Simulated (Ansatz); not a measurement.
Reactions of FGeH5O2Si (`[OH][Ge]([OH])([F])[SiH3]`).

Calculated with Ansatz (gas phase, PBE0-D4/def2-TZVP geometries, no zero-point term in ΔE). CCSD(T)/CBS adds triple-zeta CCSD(T) − MP2 to the extrapolated MP2 energy (def2 sets, frozen cores). This one scheme is used for every species. def2 core potentials past Kr. For Ge, In outer-core shells are correlated without core-valence functions, which leaves a few kJ/mol of doubt a bond. Scalar relativity is left out up to krypton. One conformer a species, not always the lowest.

Question: Order these by ΔE at CCSD(T)/CBS, lowest first. (An estimate is asked.)
A. `[OH][Ge]([OH])([F])[SiH3]` + H–F → `[OH][Ge]([F])([F])[SiH3]` + H₂O
B. `[OH][Ge]([OH])([F])[SiH3]` + `C=C[O][AlH][F]` → `C=C([SiH3])[O][AlH][F]` + `[OH][GeH]([OH])[F]`
C. `[OH][Ge]([OH])([F])[SiH3]` → `[OH][GeH2][SiH](O)F`
D. `[OH][Ge]([OH])([F])[SiH3]` + `C[SiH](O)[AlH][OH]` → `[OH][GeH]([OH])[SiH3]` + `C[Si](O)(F)[AlH][OH]`
E. `[OH][Ge]([OH])([F])[SiH3]` + `C[SiH2][SiH]1[CH2][AlH]1` → `[CH3][Ge]([OH])([OH])[F]` + `[SiH3][SiH2][SiH]1[CH2][AlH]1`
F. `[OH][Ge]([OH])([F])[SiH3]` + HCl → `[OH][Ge]([OH])([F])[Cl]` + SiH₄
G. `[OH][Ge]([OH])([F])[SiH3]` + `[OH][In]([Cl])[Cl]` → `[SiH3][O][In]([Cl])[Cl]` + `[OH][GeH]([OH])[F]`
H. `[OH][Ge]([OH])([F])[SiH3]` → `[OH][Ge][OH]` + `F[SiH3]`

Answer: C (-22.9 kcal/mol), G (-19.5 kcal/mol), D (-16.3 kcal/mol), F (-11.6 kcal/mol), A (-6.7 kcal/mol), E (-1.0 kcal/mol), H (+1.9 kcal/mol), B (+6.3 kcal/mol).

Largest T1 diagnostic: 0.015, for `[OH][Ge][OH]`.
